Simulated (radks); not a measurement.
Question: Coulomb parameter of the 3d shell of neutral iron in the model configuration [Ar] 3d5 4s2 4p1, as a second difference U = [E(n + 0.25) + E(n - 0.25) - 2 E(n)] / (0.25)^2 with all orbitals relaxed. "Bare": the charge of the atom changes with n. "Screened": the 4p shell takes up the change at fixed total charge, which measures U(3d,3d) + U(4p,4p) - 2 U(3d,4p). Calculated with a radial shooting solver on a logarithmic mesh with Libxc functionals: scalar-relativistic Kohn-Sham, PBEsol, spin-unpolarised, spherical densities, finite nucleus; Fermi nuclear charge, rms radius 3.7377 fm. Estimate both.

Answer: U(bare) = 13.352 eV, U(screened by 4p) = 5.743 eV, against the Slater integral F0(3d,3d) = 24.438 eV with frozen orbitals. The step up makes a negative ion, whose loosely bound charge lowers the bare value.
